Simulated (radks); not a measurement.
Question: Valence configurations of Pd3+ (all share [Kr]). All-electron calculation, scalar-relativistic Kohn-Sham, PBE, spin-polarised, spherical densities, finite nucleus; open shells are filled with parallel spins first (spin-orbit coupling, left out, can overturn this in heavy ions); Fermi nuclear charge, rms radius 4.5318 fm. Program: a radial shooting solver on a logarithmic mesh with Libxc functionals. Order these by energy: 4d5 5p2; 4d6 5s1; 4d4 5s2 5p1; 4d7; 4d6.5 5s0.5; 4d6 5s0.5 5p0.5; 4d6 5p1; 4d5 5s2; 4d2 5s2 5p3; 4d5.5 5s0.5 5p1.

Answer: From the lowest, in eV above it: 4d7 0.000; 4d6.5 5s0.5 4.699; 4d6 5s1 9.637; 4d6 5s0.5 5p0.5 13.624; 4d6 5p1 17.623; 4d5.5 5s0.5 5p1 23.051; 4d5 5s2 23.053; 4d5 5p2 37.238; 4d4 5s2 5p1 49.881; 4d2 5s2 5p3 112.83. NIST lists [Kr] 4d7 as the ground configuration; this level of theory agrees among the configurations tried. The energies are those of spherical high-spin densities, not of single terms.
